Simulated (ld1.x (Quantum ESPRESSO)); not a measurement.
**How hard is this niobium (Nb) ultrasoft potential?**

```
Element                 : niobium (Nb)
Generator               : ld1.x (Quantum ESPRESSO) 7.5
Type                    : ultrasoft
Functional              : PBE
Relativity              : fully relativistic
Frozen core             : [Ar] 3d10 4s2
Valence charge          : 11
Reference configuration : 4p6 4d5 5s0 5p0
Partial waves           : 5s (bound, empty): rcut 2.70, rcutus 3.70 bohr; 5s channel at 0.5 Ry: rcut 2.70, rcutus 3.70 bohr; 4p (bound): rcut 2.05, rcutus 2.35 bohr; 5p (bound, empty): rcut 2.05, rcutus 2.35 bohr; 4d (bound): rcut 1.45, rcutus 1.80 bohr; 4d channel at 0.8 Ry: rcut 1.45, rcutus 1.80 bohr
Local potential         : all-electron potential smoothed inside 3.10 bohr (lloc = -1)
Core correction         : a·sin(br)/r model core inside 1.45 bohr
Augmentation charge     : PSQ, inside the norm-conserving radii
```

Open shells are filled in proportion to 2j + 1 (rel_dist='average').

The pseudo-atom Hamiltonian at the reference potential is diagonalised in spherical Bessel functions j_l(qr) that vanish at 20 bohr, with q² up to the cutoff. All-electron valence levels (Ry): 5s -0.2548, 4p1/2 -2.5156, 5p1/2 -0.0685, 4p3/2 -2.3631, 5p3/2 -0.0636, 4d3/2 -0.1466, 4d5/2 -0.1366.

Q: How do the lowest levels (Ry) of each channel move with the cutoff, and are there ghosts?

A:

| cutoff (Ry) | s #1 | p1/2 #1 | p1/2 #2 | p3/2 #1 | p3/2 #2 | p3/2 #3 | d3/2 #1 | d5/2 #1 | d5/2 #2 | f #1 | Σ f·Δε (mRy) |
| --- | --- | --- | --- | --- | --- | --- | --- | --- | --- | --- | --- |
| 8 | -0.2548 | -2.4759 | -0.0443 | -2.3241 | -0.0427 | 0.0594 | 0.0170 | 0.0176 | 0.0787 | 0.0958 | 1025.6 |
| 10 | -0.2548 | -2.5019 | -0.0466 | -2.3497 | -0.0450 | 0.0580 | -0.0012 | 0.0005 | 0.0662 | 0.0958 | 783.5 |
| 12 | -0.2548 | -2.5116 | -0.0490 | -2.3593 | -0.0471 | 0.0567 | -0.0316 | -0.0279 | 0.0575 | 0.0958 | 579.5 |
| 18 | -0.2548 | -2.5152 | -0.0603 | -2.3627 | -0.0571 | 0.0513 | -0.1129 | -0.1046 | 0.0495 | 0.0958 | 165.9 |
| 21 | -0.2548 | -2.5153 | -0.0658 | -2.3628 | -0.0614 | 0.0492 | -0.1310 | -0.1218 | 0.0486 | 0.0958 | 77.7 |
| 25 | -0.2548 | -2.5155 | -0.0681 | -2.3630 | -0.0632 | 0.0484 | -0.1406 | -0.1309 | 0.0483 | 0.0958 | 29.7 |
| 30 | -0.2548 | -2.5155 | -0.0681 | -2.3630 | -0.0632 | 0.0483 | -0.1457 | -0.1357 | 0.0481 | 0.0958 | 5.1 |
| 35 | -0.2548 | -2.5156 | -0.0683 | -2.3631 | -0.0634 | 0.0483 | -0.1464 | -0.1364 | 0.0480 | 0.0958 | 1.4 |
| 45 | -0.2548 | -2.5156 | -0.0684 | -2.3631 | -0.0634 | 0.0483 | -0.1465 | -0.1365 | 0.0480 | 0.0958 | 0.9 |
| 50 | -0.2548 | -2.5156 | -0.0684 | -2.3631 | -0.0635 | 0.0483 | -0.1466 | -0.1366 | 0.0480 | 0.0958 | 0.4 |
| 55 | -0.2548 | -2.5156 | -0.0684 | -2.3631 | -0.0635 | 0.0483 | -0.1466 | -0.1366 | 0.0480 | 0.0958 | 0.2 |
| 400 | -0.2548 | -2.5156 | -0.0684 | -2.3631 | -0.0635 | 0.0483 | -0.1467 | -0.1366 | 0.0480 | 0.0958 | 0.0 |

Result: no extra level below or beside the all-electron valence levels (s, p1/2, p3/2, d3/2, d5/2, f tested); 10 mRy is reached at 30 Ry and 1 mRy at 45 Ry.

Test run stopped at test 1 of 7 (negative rho).
